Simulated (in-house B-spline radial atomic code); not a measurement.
**RPBE excitations of Xe6+**

Method: RPBE. Computed with a B-spline radial code for spherical atoms: linear response of the closed shell [Kr] 4d10 5s2 with the functional's adiabatic kernel; scalar-relativistic (spin-free one-electron X2C), finite nucleus, no spin-orbit coupling, no double excitations, S, P, D and F terms only; shells from n = 3 respond. Only terms of natural parity with L up to 3 were computed.

Command:
```bash
python run_td.py task.json out
```
Settings (radii: box in bohr, nucleus in fm):
```
Z                        54
electrons                48
configuration            [Kr] 4d10 5s2
hamiltonian              x2c
method                   rpbe,pbe
box_radius               14.35
rms_radius               4.7859
intervals                70
```

Time taken, with all properties: 2.7 s on 1 thread of Arm Neoverse N1, with other jobs on the host.

The lowest states, in the order of their Tamm-Dancoff energies; the method's threshold (minus the highest occupied level) is 85.85 eV. Labels give the largest channel, * marks a mixed state, and oscillator strengths are full-response dipole values. Semilocal kernels can invert the small singlet-triplet splittings of Rydberg terms. Energies in eV:

| state | full response | Tamm-Dancoff | oscillator strength |
| --- | --- | --- | --- |
| 5s → 5p 3P | 13.522 | 13.643 | - |
| 5s → 5p 1P | ? | ? | ? |
| 5s → 4f 3F | 32.21 | 32.28 | - |
| 5s → 4f 1F | 33.36 | 33.37 | - |
| 5s → 5d 3D | 34.99 | 35.04 | - |
| 5s → 5d 1D | 36.47 | 36.51 | - |
| 5s → 6s 3S | 43.37 | 43.38 | - |
| 5s → 6s 1S | ? | ? | - |
| 5s → 6p 3P | 49.18 | 49.19 | - |
| 5s → 6p 1P | 49.57 | 49.61 | 0.104 |

Question: Where does 5s → 5p 1P lie?

Answer: At 17.885 eV in full response, 18.512 eV in Tamm-Dancoff, oscillator strength 1.58.

Question: Where does 5s → 6s 1S lie?

Answer: At 44.30 eV in full response, 44.35 eV in Tamm-Dancoff.

Question: How large is the singlet-triplet splitting of 5s → 5p (P terms) in Tamm-Dancoff?

Answer: 4.87 eV, from the unrounded values.

Question: What polarisabilities and dispersion coefficient does the method give?

Answer: Dipole 4.652 bohr³, quadrupole 7.531 bohr⁵, C6 15.31 hartree·bohr⁶ for two such species.
